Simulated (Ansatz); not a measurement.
A run on `[NH2][V](=[O])([OH])[Cl]` with other settings.

```yaml
crystal:
  periodic: [false, false, false]
  atoms:
    - {symbol: N, position_ang: [-0.707096, 1.065961, 0.159155]}
    - {symbol: V, position_ang: [0.602748, -0.176166, 0.064827]}
    - {symbol: O, position_ang: [1.578705, 0.156797, 1.218104]}
    - {symbol: O, position_ang: [-0.002024, -1.818918, 0.291735]}
    - {symbol: Cl, position_ang: [1.554089, -0.027300, -1.884800]}
    - {symbol: H, position_ang: [-1.493511, 1.099644, -0.475482]}
    - {symbol: H, position_ang: [-0.739875, 1.806805, 0.843578]}
    - {symbol: H, position_ang: [-0.700836, -2.164024, -0.272918]}
basis:
  gaussian: {orbitals: def2-mTZVPP}
total_charge: 1
magnetization: {spin_polarized: false, initial_magnetization: 1}
hamiltonian: {xc: {name: wB97}}
output: {forces: true}
```

```sh
$ ansatz run in.yaml --threads 4 --pin off --events-out ev --progress --plain --max-ram 10444MiB
```

It prints (some lines left out):

```
Functional definition: wB97
1250 factors; their error is unknown
455 factors; integrals over basis functions are off by at most 1.4e-5 eV
mean field evaluation 1: about -43815.9097 eV, gradient 1.2e2 eV
mean field evaluation 2: about -43504.4868 eV, gradient 5.0e2 eV
mean field evaluation 4: about -43835.8653 eV, gradient 3.3e1 eV
mean field evaluation 8: about -43838.4346 eV, gradient 1.4e0 eV
mean field evaluation 64: about -43838.4289 eV, gradient 2.4e0 eV
mean field -43838.66304710 eV, -1611.0411520678 hartree, gradient 1.6e-5 eV, S^2 0.750000; 2 other end points of the search recorded, 0 dependent functions left out
reference -43838.66303924 eV, -1611.0411517790 hartree; 33, 32 occupied and 114, 115 virtual orbitals, 1250 factors
Total energy: -43838.66303924 eV, -1611.0411517790 hartree
Atom 0 at    -0.707096     1.065961     0.159155 Å, force    -2.732139     2.397789     0.149325 eV/Å
Atom 1 at     0.602748    -0.176166     0.064827 Å, force     4.903205    -4.207048    -0.616433 eV/Å
Atom 2 at     1.578705     0.156797     1.218104 Å, force    -0.784210    -0.266839    -0.818034 eV/Å
Atom 3 at    -0.002024    -1.818918     0.291735 Å, force     0.168034     1.450940     0.591366 eV/Å
Atom 4 at     1.554089    -0.027300    -1.884800 Å, force    -0.660571     0.223750     1.076182 eV/Å
Atom 5 at    -1.493511     1.099644    -0.475482 Å, force    -0.607621     0.164569    -0.367802 eV/Å
Atom 6 at    -0.739875     1.806805     0.843578 Å, force    -0.128671     0.662935     0.433428 eV/Å
Atom 7 at    -0.700836    -2.164024    -0.272918 Å, force    -0.158026    -0.426097    -0.448031 eV/Å
Dipole moment:    -1.395470     0.637151     0.054957 e Å
```

It took 10 s on 4 threads of an Intel Xeon Platinum 8488C on a shared host, with 0.59 GiB of host memory at the peak.
